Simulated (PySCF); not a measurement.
GaB: frontier orbitals

MN15 at R = 2.252 Å; PySCF, scalar-relativistic core potentials, basis sets Ga aug-cc-pVDZ-PP with ECP10, B aug-cc-pVDZ. State: ³Π (triplet), unpaired electrons σ ↑, π ↑. Only the outer orbitals are listed, counted within each symmetry, core potentials removing the inner ones.

```csv
spin,orbital,occ.,ε (eV),on Ga (%),main shells (%)
α,5σ,1,-13.28,44,"51 B s, 40 Ga s"
α,6σ,1,-9.46,53,"48 Ga s, 40 B s"
α,7σ,1,-5.69,39,"52 B p, 34 Ga p, 9 B s"
α,3π,1,-5.65,34,"65 B p, 32 Ga p"
α,3π,0,-2.73,46,"53 B p, 45 Ga p"
α,4π,0,-0.82,73,"69 Ga p, 26 B p"
α,4π,0,-0.31,61,"54 Ga p, 38 B p"
β,5σ,1,-12.17,63,"58 Ga s, 34 B s"
β,6σ,1,-8.11,53,"44 B s, 38 Ga s, 13 Ga p"
β,3π,0,-2.37,56,"55 Ga p, 43 B p"
β,3π,0,-1.89,59,"58 Ga p, 40 B p"
β,7σ,0,-1.72,37,"48 B p, 34 Ga p, 15 B s"
```

Task: Which are the highest filled and the lowest empty level, where do they sit, and how wide is the gap?

Result: Highest filled α 3π at -5.65 eV (in %: 65 B p, 32 Ga p); lowest empty α 3π at -2.73 eV (in %: 53 B p, 45 Ga p); the gap at MN15 is 2.92 eV. Both belong to one degenerate shell, split only by its one-sided filling, so this is no excitation gap.

The bond order (Mayer) is 1.21 and the ⟨S²⟩ is 2.004. The charge on Ga (Mulliken, basis-dependent) is 0.13, the charge on Ga (Löwdin, basis-dependent) is 0.24 and the dipole moment (positive dipole means Ga(−)B(+)) is -1.45 D.

Spin–orbit coupling is left out. The state was picked by a PBE0 search and need not be the measured ground state.
